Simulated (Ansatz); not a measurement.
Relaxation of CH₆Sn (8 atoms, charge 0, multiplicity 1), to a largest force component of 0.03 eV/Å in at most 50 steps.

All numbers below come from RKS PBE/def2-SVP (Ansatz 0.2.0).

```xyz
8
Properties=species:S:1:pos:R:3
Sn 0.113 -0.005 0.198
H 0.477 -0.226 1.869
C 2.253 0.034 0.331
H 2.545 -0.962 0.723
H 2.862 0.263 -0.569
H 2.467 0.789 1.116
H -0.676 1.471 -0.209
H -0.606 -1.364 -0.579
```

Q: Where does it end, and by what steps?

A: It converged. After 5 steps the energy has fallen by 0.625 eV; H2 moved furthest, 0.82 Å.

| step | energy less start (eV) | largest force component (eV/Å) | accepted |
| --- | --- | --- | --- |
| 0 | 0.0000 | 1.249 | yes |
| 1 | -0.2939 | 0.783 | yes |
| 2 | -0.4574 | 0.441 | yes |
| 3 | -0.5744 | 0.246 | yes |
| 4 | -0.6228 | 0.039 | yes |
| 5 | -0.6249 | 0.009 | yes |

```xyz
8
Properties=species:S:1:pos:R:3
Sn 0.179 -0.034 0.408
H -0.323 -0.294 2.044
C 2.345 0.040 0.302
H 2.769 -0.927 0.633
H 2.666 0.240 -0.738
H 2.724 0.845 0.959
H -0.499 1.456 -0.154
H -0.425 -1.326 -0.573
```

Time of the run: 11 s on 1 thread of Arm Neoverse V2, on a shared host, peak memory 0.12 GiB.
